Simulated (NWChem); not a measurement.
# BeHSeI; SMILES [SeH][Be][I]

```xyz
4

Be     0.0033     0.4788     0.0000
I      0.0091    -1.6944     0.0000
Se     0.0280     2.5104     0.0000
H     -1.4465     2.5324     0.0000
```
Atoms are numbered in this order, from 1.

Geometry: optimised at PBE0/def2-SVP. def2 effective core potentials on I; no spin-orbit coupling.

Symmetry labels are those of Cs in the frame above (b1 and b2, or b-type labels, depend on it).

Question: List the 4 lowest vertical singlet excitations from PBE/def2-SVP with def2 effective core potentials on I, full TDDFT (NWChem).

Answer: 
```
state  energy (eV)  oscillator strength  symmetry  leading excitation (squared amplitude)
-----  -----------  -------------------  --------  --------------------------------------
S1            4.27                0.000        a"                      HOMO → LUMO (1.00)
S2            5.08                0.000        a"                    HOMO−2 → LUMO (0.98)
S3            5.21                0.016        a"                    HOMO → LUMO+2 (0.98)
S4            5.23                0.001        a'                    HOMO−1 → LUMO (0.69)
```
